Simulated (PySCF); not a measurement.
## TlB from Hartree–Fock to correlated methods

State: ³Π (triplet), unpaired electrons σ ↑, π ↑. Set-up: PySCF, scalar-relativistic core potentials, basis sets Tl def2-SVPD with ECP60, B def2-SVPD. De refers to Tl + B in their high-spin ground configurations, without counterpoise correction. The functionals are run spin-unrestricted. A positive dipole means Tl(−)B(+).

| Level | Re (Å) | ωe (cm⁻¹) | De (eV) | μ (D) | CPU s a point (SCF and correlation, without the integrals) |
| --- | --- | --- | --- | --- | --- |
| UHF | 2.519 | 352 | 0.88 | -2.71 | 0.18 |
| UHF-MP2 | 2.476 | 371 | 1.37 | n/a | 0.29 |
| UHF-SCS-MP2 | 2.488 | 366 | 1.21 | n/a | n/a |
| UHF-CCSD | 2.501 | 347 | 1.26 | n/a | n/a |
| UHF-CCSD(T) | 2.502 | 344 | 1.35 | n/a | 8.5 |
| LDA | 2.447 | 355 | 2.28 | -1.93 | 0.43 |
| PBE | 2.515 | 327 | 1.88 | -2.24 | 0.62 |
| TPSS | 2.525 | 328 | 1.73 | -2.37 | 0.98 |
| r²SCAN | 2.491 | 347 | 1.83 | -2.20 | 0.94 |
| PBE0 | 2.485 | 351 | 1.72 | -2.36 | 1 |
| M06 | 2.528 | 340 | 1.75 | -2.56 | 1 |

Problem. Which functional lies closest to UHF-CCSD(T) in De, which farthest, and by how much do they differ from it?

Solution. Closest is PBE0 (-1.7 pm in Re, +2.0 % in ωe, +0.37 eV in De against UHF-CCSD(T) in the same basis), farthest LDA (-5.5 pm in Re, +3.2 % in ωe, +0.93 eV in De). CCSD(T) converges more slowly with the basis than the functionals do and binds too weakly in this one, so the order can change at the basis-set limit.

Problem. What does a quarter of exact exchange do here, going from PBE to PBE0?

Solution. PBE0 less PBE: -3.0 pm in Re, +7.3 % in ωe, -0.16 eV in De. Exact exchange removes part of the self-interaction that spreads semilocal densities, and in most molecules shortens and stiffens the bond and lowers De; so it does here.

Problem. What does the step from GGA to meta-GGA do here, going from PBE to r²SCAN?

Solution. r²SCAN less PBE: -2.4 pm in Re, +6.1 % in ωe, -0.05 eV in De. 

Correlated steps freeze 5 core orbitals. Correlated levels converge slowly with the basis: in double zeta they bind strong bonds too weakly, by up to about 1 eV, and carry superposition errors of some tenths. These are scalar-relativistic numbers at best; spin–orbit coupling would shift them, the dissociation energy most. The state was picked by a PBE0 search and need not be the measured ground state.

The whole job (state search and all levels along the bond) took about 3 min on 1 thread of Arm Neoverse V1 (shared host), peak memory 0.63 GiB.
